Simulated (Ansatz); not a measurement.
H2O2Si, SMILES `O[Si]O` (lower singlet; H–O–Si–O torsion 0°, O–Si–O–H torsion 0°) (charge 0, multiplicity 1). This singlet lies 2.76 eV below the relaxed triplet at the level frozen-core CCSD(T)/cc-pVTZ // PBE0-D3(BJ)/def2-TZVP (Ansatz, a program for electronic structure).

All values below come from frozen-core CCSDTQ/6-31g // PBE0-D3(BJ)/def2-TZVP (Ansatz).

Ansatz 0.2 input:
```yaml
crystal:
  periodic: [false, false, false]
  atoms:
    - { symbol: O, position_ang: [1.314814, -0.207625, -0.220251] }
    - { symbol: Si, position_ang: [-0.020889, -1.176267, -0.292435] }
    - { symbol: O, position_ang: [-1.321337, -0.161128, -0.215693] }
    - { symbol: H, position_ang: [1.279443, 0.75018, -0.148316] }
    - { symbol: H, position_ang: [-1.252036, 0.794837, -0.143975] }
basis:
  gaussian: { orbitals: "6-31g" }
correlation:
  method: ccsdtq
```

Output:

```
Functional definition: HF
698 factors; integrals over basis functions are off by at most 1.3e-7 eV
mean field evaluation 1: about -11963.0712 eV, gradient 4.2e1 eV
mean field evaluation 2: about -11963.0785 eV, gradient 4.2e1 eV
mean field evaluation 4: about -11966.3639 eV, gradient 1.6e0 eV
mean field evaluation 8: about -11966.3780 eV, gradient 5.8e-4 eV
mean field evaluation 16: about -11966.3456 eV, gradient 1.6e0 eV
mean field -11966.37803476 eV, -439.7562816752 hartree, gradient 2.7e-6 eV, S^2 0.000000; 0 other end points of the search recorded, 0 dependent functions left out
7 core orbitals not correlated
reference -11966.37803476 eV, -439.7562816752 hartree; 9, 9 occupied and 19, 19 virtual orbitals, 698 factors
second order -7.98734715 eV of doubles, -0.00000000 eV of singles
cycle   1  -7.89186671 eV  change    9.5e-2 eV  update   1.0e-1
cycle   2  -8.27922239 eV  change   -3.9e-1 eV  update   5.3e-2
cycle   3  -8.47579583 eV  change   -2.0e-1 eV  update   2.7e-2
cycle   4  -8.47554542 eV  change    2.5e-4 eV  update   9.9e-3
cycle   5  -8.46820555 eV  change    7.3e-3 eV  update   4.5e-3
cycle   6  -8.47148836 eV  change   -3.3e-3 eV  update   3.3e-3
cycle   7  -8.47196234 eV  change   -4.7e-4 eV  update   1.0e-3
cycle   8  -8.47091630 eV  change    1.0e-3 eV  update   3.8e-4
cycle   9  -8.47089553 eV  change    2.1e-5 eV  update   1.9e-4
cycle  10  -8.47103852 eV  change   -1.4e-4 eV  update   1.4e-4
cycle  11  -8.47102834 eV  change    1.0e-5 eV  update   3.7e-5
cycle  12  -8.47102109 eV  change    7.3e-6 eV  update   2.3e-5
cycle  13  -8.47102193 eV  change   -8.4e-7 eV  update   8.5e-6
cycle  14  -8.47101864 eV  change    3.3e-6 eV  update   2.8e-6
cycle  15  -8.47101561 eV  change    3.0e-6 eV  update   1.5e-6
cycle  16  -8.47101531 eV  change    3.0e-7 eV  update   5.4e-7
Total energy: -11974.84905007 eV, -440.0675857460 hartree
```
